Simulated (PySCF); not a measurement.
Al(AsH2)2(H) (AlAs₂H₅), SMILES [AsH2][AlH][AsH2]. Atoms are numbered in the order given.

```xyz
8

Al     0.0000     0.0000    -0.9950
As     2.1265     0.0614     0.2136
H      2.6694    -1.1124    -0.6063
H      1.5813    -0.8462     1.3182
As    -2.1265    -0.0614     0.2136
H     -2.6694     1.1124    -0.6063
H     -1.5813     0.8462     1.3182
H      0.0000     0.0000    -2.5833
```
Charge 0, spin multiplicity 1.

Coordinates come from a B3LYP-D3(BJ)/def2-SVP optimisation. The structure was generated by enumeration; whether it is a known compound was not checked.

The numbers are results of PBE/def2-TZVPD run with PySCF, not measurements.

Mulliken values depend strongly on the basis, most of all with diffuse functions as here. Atomic charges (e):

```json
[
 {"atom": "Al1", "meta-Löwdin": "0.40", "Mulliken": "0.25"},
 {"atom": "As2", "meta-Löwdin": "-0.19", "Mulliken": "-0.45"},
 {"atom": "H3", "meta-Löwdin": "0.02", "Mulliken": "0.17"},
 {"atom": "H4", "meta-Löwdin": "0.02", "Mulliken": "0.19"},
 {"atom": "As5", "meta-Löwdin": "-0.19", "Mulliken": "-0.45"},
 {"atom": "H6", "meta-Löwdin": "0.02", "Mulliken": "0.17"},
 {"atom": "H7", "meta-Löwdin": "0.02", "Mulliken": "0.19"},
 {"atom": "H8", "meta-Löwdin": "-0.12", "Mulliken": "-0.07"}
]
```
